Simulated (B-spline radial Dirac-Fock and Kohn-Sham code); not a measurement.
**Atomic SCF run for Se⁷⁺**

ΔSCF core binding energies without Breit or QED terms, calculated with a radial B-spline solver.

Input (task.json):

```json
{"items": [{"Z": 34, "q": 7, "cfg": [[1, 0, 2], [2, 0, 2], [2, 1, 6], [3, 0, 2], [3, 1, 6], [3, 2, 9]], "A": 80, "rrms": 4.14, "do": "settings", "holes": ["K", "L3", "M5"],
  "settings": [{"rel": "dirac", "method": "hf", "nuc": "fermi", "radius_factor": 1.0, "rmax": 45.0, "h": 0.3, "order": 8, "points": 10, "c_factor": 1.0, "maxit": 60, "damp": 0.5, "ndamp": 3, "tol": 1e-08}]}]}
```

Command: `python xray2_run.py task.json out`

Ground-state iterations:

```
iter   energy (Ha)        error
   1    -2387.55788618  1.71e+00
   2    -2407.15123389  1.06e+00
   3    -2413.25366078  2.86e-01
   4    -2413.79759408  7.08e-02
   5    -2413.82758440  3.74e-02
   6    -2413.83788480  1.61e-03
   7    -2413.83789645  2.12e-05
   8    -2413.83789646  1.72e-06
   9    -2413.83789646  1.63e-07
```

The ground state converged in 9 iterations, with total energy -2413.83790 Ha, virial ratio 1.97608 and highest orbital energy -189.91 eV. ΔSCF binding energies: K (1s) 12826.4 eV, L3 (2p3/2) 1577.8 eV. Holes are computed only in closed shells, and unreliable hole states are left out.
